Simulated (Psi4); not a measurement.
FIn, charge +1, doublet, geometry from GFN2-xTB (such geometries of metal compounds can be far from the true shape) (a state made from the parent by changing its charge; the spin is typed, not shown lowest) (all electrons, no relativity).

The Psi4 input:
```
memory 2 GB

molecule {
1 2
In   -0.00000000   -0.00000000   -0.35495561
F     0.00000000    0.00000000    1.93253608
}

set {
  basis sto-3g
  reference uks
  scf_type pk
  puream true
  d_convergence 1e-8
  dft_radial_points 99
  dft_spherical_points 590
}

energy('b3lyp5')
print_variables()
```

What does this run give for the nuclear repulsion energy, total energy, <S^2>, number of basis functions?


* **nuclear repulsion energy**: 102.0188 Eh
* **total energy**: -5782.7034 Eh
* **<S^2>**: 0.751
* **number of basis functions**: 32

These values belong to the state on which the SCF converged, which isn't shown to be the lowest.
